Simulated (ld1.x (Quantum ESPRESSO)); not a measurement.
Pseudopotential generation for lithium (Li): PAW, LDA (PZ), scalar-relativistic.

ld1.x (Quantum ESPRESSO) 7.5 was run on this input:

```
&input
   title='Li', zed=3., rel=1, dft='PZ', iswitch=3,
   config='[He] 2s1 2p0',
   nld=2, rlderiv=5.20, eminld=-6.0, emaxld=5.0, deld=0.02
 /
 &inputp
   pseudotype=3, lpaw=.true., tm=.true., lloc=-1, rcloc=3.60,
   nlcc=.false.,
   which_augfun='BESSEL', rmatch_augfun=0.70,
   file_pseudopw='Li.UPF', file_wfcaegen='ae.wfc', file_wfcncgen='nc.wfc', file_beta='beta', file_chi='chi', file_wfcusgen='us.wfc'
 /
4
1S  1  0   2.00   0.00  0.95  1.05  0.0
2S  2  0   1.00   0.00  0.95  1.05  0.0
2P  2  1   0.00   0.00  4.00  4.80  0.0
2P  2  1   0.00   1.10  4.00  4.80  0.0
 &test
   configts(1)='1s2 2s1 2p0'
 /
```

Command:

```bash
ld1.x < Li.in > Li.out
```

The program printed (shortened: banner, matrices, multipoles, cross overlaps and the repeated all-electron block are left out):

```
Program LD1 v.7.5
     --------------------------- All-electron run ----------------------------

     Li
     scalar relativistic calculation

     atomic number is  3.00
     dft =PZ   lsd =0 sic =0 latt =0  beta=0.20 tr2=1.0E-14
     Exchange-correlation= PZ
                           (   1   1   0   0   0   0   0)
     mesh =1017 r(mesh) =  99.62247 a.u. xmin = -7.00 dx = 0.01250
     1 Ry =  13.60569312 eV, c = 137.03599908

     n l     nl                  e(Ry)          e(Ha)          e(eV)
     1 0     1S 1( 2.00)        -3.7559        -1.8779       -51.1013
     2 0     2S 1( 1.00)        -0.2114        -0.1057        -2.8768
     2 1     2P 1( 0.00)        -0.0829        -0.0415        -1.1282

     final scf error:  4.7E-15 reached in  14 iterations

     Etot =     -14.669720 Ry,      -7.334860 Ha,    -199.591708 eV

     Ekin =      14.477654 Ry,       7.238827 Ha,     196.978513 eV
     Encl =     -33.827029 Ry,     -16.913514 Ha,    -460.240172 eV
     Eh   =       7.982512 Ry,       3.991256 Ha,     108.607605 eV
     Exc  =      -3.302857 Ry,      -1.651428 Ha,     -44.937653 eV

     normalization and overlap integrals

     s(1S/1S) =  1.000000  <r> =   0.5887  <r2> =    0.4765  r(max) =   0.3638
     s(2S/2S) =  1.000000  <r> =   3.9312  <r2> =   18.4427  r(max) =   3.1233
     s(2P/2P) =  1.000000  <r> =   5.0086  <r2> =   30.9523  r(max) =   3.9114

     ------------------------ End of All-electron run ------------------------

     --------------------- Generating PAW atomic setup --------------------

      Generating local potential from pseudized AE potential:
      Matching radius rcloc =   3.6000

      Local pseudo, rcloc= 3.584 Estimated cut-off energy=     1.79 Ry

      Computing core charge for PAW:
      Integrated core pseudo-charge :   0.00
      Wfc-us  1S rcutus= 1.053  Estimated cut-off energy=    45.38 Ry
      Wfc-us  2S rcutus= 1.053  Estimated cut-off energy=    95.28 Ry
      Wfc-us  2P rcutus= 4.837  Estimated cut-off energy=     3.27 Ry
      Wfc-us  2P rcutus= 4.837  Estimated cut-off energy=     3.91 Ry

     Required augmentation: BESSEL   radius:    0.700000
     Suggested rho cutoff for augmentation: 109.42 Ry

     Estimated PAW energy =  -14.669720 Ryd

     ------------------- End of pseudopotential generation -------------------

     Computing logarithmic derivative in   5.18182
     Computing logarithmic derivative in   5.18182
     Computing the partial wave expansion
     R is outside the sphere for l=    0 j= 0.00
     R is outside the sphere for l=    0 j= 0.00
     R is outside the sphere for l=    1 j= 0.00
     R is outside the sphere for l=    1 j= 0.00

     ---------------------- Testing the pseudopotential ----------------------

     Li
     scalar relativistic calculation

     atomic number is  3.00   valence charge is  3.00
     dft = SLA  PZ   NOGX NOGC   lsd =0 sic =0 latt =0  beta=0.20 tr2=1.0E-14
     mesh =1017 r(mesh) =  99.62247 xmin = -7.00 dx = 0.01250

     n l     nl             e AE (Ry)        e PS (Ry)    De AE-PS (Ry)
     1 0     1S   1( 2.00)       -3.75588       -3.75587       -0.00001
     2 0     2S   1( 1.00)       -0.21144       -0.21144       -0.00000
     2 1     2P   1( 0.00)       -0.08292       -0.08292        0.00000

     eps = 5.4E-18  iter =  4

     Etot =     -14.669720 Ry,      -7.334860 Ha,    -199.591708 eV
     Etotps =   -14.669720 Ry,      -7.334860 Ha,    -199.591710 eV

     Ekin =      14.477729 Ry,       7.238864 Ha,     196.979537 eV
     Encl =     -33.827120 Ry,     -16.913560 Ha,    -460.241414 eV
     Ehrt =       7.982537 Ry,       3.991268 Ha,     108.607942 eV
     Ecxc =      -3.302866 Ry,      -1.651433 Ha,     -44.937775 eV

     ---------------------- End of pseudopotential test ----------------------
```

Generation and configuration tests took about 2.2 s on one core of a shared server CPU.
